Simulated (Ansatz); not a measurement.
Consider the formal exchange of groups at the Se–Se bond: `C[Se][Se][SiH3]` + `CC` → `CC[Se][SiH3]` + `C[SeH]`.

Isolated molecules relaxed with PBE0-D4/def2-TZVP in Ansatz; ΔE leaves out vibrations. CCSD(T)/CBS is the MP2 limit (def2-TZVPP, def2-QZVPP) plus CCSD(T) − MP2 in def2-TZVPP, frozen cores. This one scheme is used for every species. DFT in def2-TZVPP. For Se outer-core shells are correlated without core-valence functions, which leaves a few kJ/mol of doubt a bond. Scalar relativity is left out up to krypton. One conformer a species, not always the lowest.

```json
{"level": "r2SCANh", "ΔE (kcal/mol)": "15.8"}
{"level": "SCS-MP2/def2-QZVPP", "ΔE (kcal/mol)": "14.6"}
```

(1) What does CCSD(T)/CBS give? (Estimate.)

Largest T1 diagnostic among the species: 0.010.

Answers

(1) The calculation gave: +15.0 kcal/mol. The listed levels differ from it by 0.8, -0.4 kcal/mol.

Leaving LDA and LC-ωPBE aside and taking each functional with its dispersion term where it has one, the values, not all of them listed here, spread over 2.8 kcal/mol, from ωB97X-V to BLYP-D4. LDA lies −1.2 kcal/mol from PBE without D4. From BLYP to BHLYP (50 % exact exchange), in def2-TZVPP and without D4, ΔE moves by −1.1 kcal/mol. The D4 term adds +0.9 kcal/mol with B3LYP and +0.5 kcal/mol with PBE0; it sums over pairs of atoms, weighted by their polarisabilities, and B3LYP, whose exchange is more repulsive, gets the larger term.

B3LYP here is the variant with VWN-RPA as its local correlation; programs differ in this.
